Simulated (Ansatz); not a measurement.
`CC(C)BS` + `C[SiH3]` → `C[SiH2]BS` + propane  (formal exchange of groups at a B–C bond)

Computed with Ansatz on PBE0-D4/def2-TZVP structures; ΔE is electronic, products minus reactants. CBS: MP2 limit from def2 TZ/QZ plus the TZ coupled-cluster correction, frozen cores. This one scheme is used for every species. Functionals use def2-TZVPP. Each species was taken in one conformer, which may not be the lowest.

```csv
level,ΔE (kJ/mol),difference from CCSD(T)/CBS
LDA (SPW92),6.1,-2.4
r2SCAN-D4,5.6,-2.9
B97M-V,5.1,-3.4
PBE0-D4,3.1,-5.4
CAM-B3LYP-D4,9.9,1.4
B2PLYP,8.0,-0.5
PBE0,1.2,-7.3
r2SCANh,5.3,-3.2
CCSD/def2-SVP,12.0,3.5
CCSD(T)/def2-TZVPP,9.8,1.3
CCSD(T)/CBS,8.5,0
```

Largest T1 diagnostic among the species: 0.014.

From BLYP to BHLYP (50 % exact exchange), in def2-TZVPP and without D4, ΔE moves by +6.5 kJ/mol. The D4 term adds +3.1 kJ/mol with B3LYP and +1.8 kJ/mol with PBE0; it sums over pairs of atoms, weighted by their polarisabilities, and B3LYP, whose exchange is more repulsive, gets the larger term.

B3LYP here is the variant with VWN-RPA as its local correlation; programs differ in this.
